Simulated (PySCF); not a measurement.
Electron correlation in Ne³⁺ (neon, charge +3)

[He] 2s2 2p3, high-spin 4S determinant. Computed with PySCF 2.14 in def2-TZVPPD (6s4p3d1f, 40 functions), with no relativity, point nucleus. Frozen: 1s2; 5 electrons correlated.

```json
{"level": "CCSD", "correlation energy (mhartree)": "-111.43"}
{"level": "(T)", "correlation energy (mhartree)": "-0.87"}
{"level": "CCSD(T)", "correlation energy (mhartree)": "-112.30"}
```

Diagnostics: T1 = 0.0020, D1 = 0.0045, largest double amplitude 0.026.

Cost of the coupled-cluster step: of the order of 1 core-seconds, for 5 correlated electrons.

Iterations:

```
CC2 = 0
CCSD nocc = (np.int64(4), np.int64(1)), nmo = (39, 39)
frozen orbitals [[0], [0]]
max_cycle = 100
direct = 0
conv_tol = 1e-08
conv_tol_normt = 1e-06
diis_space = 8
diis_start_cycle = 0
Init t2, MP2 energy = -0.0981426963991141
Init E_corr(UCCSD) = -0.0981426963991168
cycle = 1  E_corr(UCCSD) = -0.109018430369071  dE = -0.010875734  norm(t1,t2) = 0.0164651
cycle = 2  E_corr(UCCSD) = -0.110815326082398  dE = -0.00179689571  norm(t1,t2) = 0.0046059
cycle = 3  E_corr(UCCSD) = -0.111443979838688  dE = -0.000628653756  norm(t1,t2) = 0.00153011
cycle = 4  E_corr(UCCSD) = -0.111422826604056  dE = 2.11532346e-05  norm(t1,t2) = 0.000157569
cycle = 5  E_corr(UCCSD) = -0.111425243083565  dE = -2.41647951e-06  norm(t1,t2) = 2.32725e-05
cycle = 6  E_corr(UCCSD) = -0.111425245707475  dE = -2.62390958e-09  norm(t1,t2) = 1.80745e-06
cycle = 7  E_corr(UCCSD) = -0.111425250133774  dE = -4.42629883e-09  norm(t1,t2) = 1.6639e-07
UCCSD converged
E(UCCSD) = -124.2129776221908  E_corr = -0.1114252501337735
UCCSD(T) correction = -0.000873960949592319
```
